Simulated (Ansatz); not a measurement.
`[CH3][Ge][OH]` + H–F → `[CH3][Ge][F]` + H₂O  (ligand exchange at a Ge–O bond)

Calculated with Ansatz (gas phase, PBE0-D4/def2-TZVP geometries, no zero-point term in ΔE). CCSD(T)/CBS is the MP2 limit (def2-TZVPP, def2-QZVPP) plus CCSD(T) − MP2 in def2-TZVPP, frozen cores. This one scheme is used for every species. Functionals use def2-TZVPP. For Ge outer-core shells are correlated without core-valence functions, which leaves a few kJ/mol of doubt a bond. Scalar relativity is left out up to krypton. Each species was taken in one conformer, which may not be the lowest.

Q: Is it downhill or uphill in electronic energy at CCSD(T)/CBS, and by how much? (Best estimate.)

A: Ansatz gave: Downhill: ΔE = -6.4 kcal/mol.

Q: What do these levels give: revPBE-D4, BLYP-D4, r2SCAN, r2SCANh, CAM-B3LYP, HF/CBS(def2)? (An estimate is asked.)

A: Ansatz gave: revPBE-D4 -6.4, BLYP-D4 -7.4, r2SCAN -7.3, r2SCANh -7.2, CAM-B3LYP -8.4, HF/CBS(def2) -9.8 kcal/mol.

Q: What do rigid-rotor, harmonic-oscillator terms from PBE0-D4/def2-TZVP frequencies (298.15 K, 1 bar) make of the CCSD(T)/CBS value? (Estimate.)

A: Computed: ΔZPE = 0.0 kcal/mol, ΔH = -6.2 kcal/mol, ΔS = 12 J/(mol·K), ΔG = -7.1 kcal/mol.

Largest T1 diagnostic among the species: 0.014.

Leaving LDA and LC-ωPBE aside and taking each functional with its dispersion term where it has one, the values, not all of them listed here, spread over 2.0 kcal/mol, from B97M-V to PBE-QIDH. LDA lies +1.5 kcal/mol from PBE without D4. The D4 term adds +0.7 kcal/mol with B3LYP and +0.4 kcal/mol with PBE0; it sums over pairs of atoms, weighted by their polarisabilities, and B3LYP, whose exchange is more repulsive, gets the larger term. In def2-TZVPP, CCSD(T) changes the Hartree–Fock value by +3.6 kcal/mol (the triples alone add +0.6 kcal/mol) and MP2 by +4.2 kcal/mol.

B3LYP here is the variant with VWN-RPA as its local correlation; programs differ in this.
